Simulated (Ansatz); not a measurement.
A nudged elastic band was laid between two geometries of C₂H₆SSi (10 atoms, charge 0, multiplicity 1).

The calculation used RKS PBE-D4/6-31G* (Ansatz).

```yaml
movable_images: 4
climbing_image: no
spring: 5.0 eV/Å²
optimiser: quadratic models (default)
start_path: IDPP
force_threshold: 0.05 eV/Å
iteration_limit: 60
end_points: relaxed
```

Image 0:

```xyz
10
Properties=species:S:1:pos:R:3
C -0.482 1.511 0.215
Si -1.563 0.675 -1.150
S -0.698 -1.298 -1.215
C 0.692 -1.464 -0.015
H -0.584 0.995 1.189
H 0.595 1.509 -0.040
H -0.796 2.559 0.355
H 0.346 -1.277 1.013
H 1.506 -0.765 -0.260
H 1.066 -2.496 -0.089
```

Image 5:

```xyz
10
Properties=species:S:1:pos:R:3
C -0.058 1.565 -0.345
Si -1.585 0.671 -1.121
S -1.233 -1.365 -0.508
C 0.316 -1.513 0.482
H -0.035 1.461 0.757
H 0.899 1.162 -0.728
H -0.092 2.642 -0.582
H 0.419 -2.570 0.771
H 0.261 -0.893 1.390
H 1.191 -1.212 -0.114
```

**Question.** Which bonds break or form, and what moves?

**Answer.** No bond is made or broken. The dihedral Si2–S3–C4–H9 goes from -62 to 60°. The two ends are copies of one structure, up to a mirror image or an exchange of like atoms.

**Question.** What energy profile does the band end with?

**Answer.** The forces met the threshold. The highest image is number 3 of 0 to 5, 0.4 kcal/mol above the ends, which have the same energy within 2 meV. No image climbed, so the highest image needn't sit at the top of the path.

```json
{"image": "0", "path coordinate (Å)": "0.00", "energy (kcal/mol)": "0.0", "dihedral Si2–S3–C4–H9 (°)": "-62"}
{"image": "1", "path coordinate (Å)": "0.71", "energy (kcal/mol)": "0.2", "dihedral Si2–S3–C4–H9 (°)": "-39"}
{"image": "2", "path coordinate (Å)": "1.42", "energy (kcal/mol)": "0.4", "dihedral Si2–S3–C4–H9 (°)": "-14"}
{"image": "3", "path coordinate (Å)": "2.13", "energy (kcal/mol)": "0.4", "dihedral Si2–S3–C4–H9 (°)": "12"}
{"image": "4", "path coordinate (Å)": "2.84", "energy (kcal/mol)": "0.2", "dihedral Si2–S3–C4–H9 (°)": "36"}
{"image": "5", "path coordinate (Å)": "3.55", "energy (kcal/mol)": "0.0", "dihedral Si2–S3–C4–H9 (°)": "60"}
```

**Question.** What is the geometry of the highest image?

**Answer.** 
```xyz
10
Properties=species:S:1:pos:R:3
C -0.174 1.616 -0.314
Si -1.671 0.610 -1.005
S -1.173 -1.407 -0.452
C 0.439 -1.558 0.439
H -0.086 1.523 0.785
H 0.789 1.295 -0.753
H -0.311 2.686 -0.547
H 0.275 -2.186 1.327
H 0.830 -0.578 0.748
H 1.164 -2.052 -0.225
```

The run took 40 s on 1 thread of Intel(R) Xeon(R) 6975P-C (Granite Rapids), with other jobs on the host, peak memory 0.13 GiB.
